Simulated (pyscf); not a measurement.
## `[Cl][CH2][Si]([Cl])[Cl]`, doublet

Gas-phase minimum from PySCF at ωB97X-D3(BJ)/def2-SVP, one conformer. Cl–CH₂–Si•(Cl)–Cl lies 32.0 kcal/mol over its isomer •H₂C–Si(Cl)(Cl)–Cl (electronic energy, ωB97M-D3(BJ)). 

```
C
H 1 1.0998
H 1 1.0998 2 108.77
Cl 1 1.7852 2 108.61 3 -118.05
Si 1 1.8931 2 110.25 3 120.97
Cl 5 2.0572 1 108.32 2 60.62
Cl 5 2.0572 1 108.30 2 179.45
```
Charge 0, spin multiplicity 2.

Properties at ωB97X-D3(BJ)/def2-SVP:

| Item | Value |
|---|---|
| Harmonic wavenumbers, unscaled | 58, 109, 176, 180, 341, 506, 593, 676, 747, 795, 1130, 1207, 1417, 3116, 3195 cm⁻¹ |
| Zero-point energy | 20.4 kcal/mol |
| Rotational symmetry number | 1 |
| Entropy of this conformer at 298 K and 1 atm, rigid rotor and harmonic oscillator, modes under 100 cm⁻¹ raised to 100 | 359.6 J/(mol K) |
| Dipole moment | 2.49 D |
| Spin expectation value S2 | 0.752 |

Single-point totals, which compare only within one level:

| level | total energy (hartree) |
|---|---|
| ωB97X-D3(BJ)/def2-TZVP | -1709.59335 |
| PBE/def2-TZVP | -1708.77006 |
| r²SCAN/def2-TZVP | -1709.39624 |
| B3LYP-D3(BJ)/def2-TZVP | -1709.61011 |
| PBE0-D3(BJ)/def2-TZVP | -1708.92070 |
| M06-2X/def2-TZVP | -1709.45108 |
| ωB97M-D3(BJ)/def2-TZVP | -1709.73494 |

Soft torsions are taken as harmonic, which can shift the entropy by several J/(mol K).
